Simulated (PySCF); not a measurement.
# A small calculation by hand: refractive index and permittivity of the vapour

C₃H₇BO₂, SMILES OB1CC(O)C1.

The structure is a stationary point at r2SCAN-D4/def2-SVP. The structure was generated by enumeration, and PubChem lists no compound with its InChIKey, so it may never have been made. One conformer was computed; it need not be the lowest.

r2SCAN/def2-TZVP (PySCF) gives a mean static polarisability of 56.3 bohr³ and a dipole moment of 0.93 D. Take an ideal gas at 298.15 K and 0.01 bar, whether or not the substance is that volatile.

Work out n − 1 in the optical limit and the static ε − 1.


Polarisability volume α' = 56.3 × 0.148185 = 8.34 Å³. Number density N = p/kT = 2.43e-7 Å⁻³.
Dilute limit of Lorentz–Lorenz: n − 1 = 2π N α' = 1.3e-5.
Orientation term of Debye: μ²/(3kT) = 8.098 Å³ × μ²(D²) = 7.00 Å³.
ε − 1 = 4π N (α' + μ²/3kT) = 4.7e-5. Orientation of the dipole supplies 46 % of the static response; it can't follow optical fields. Vibrational polarisation and dispersion are left out.
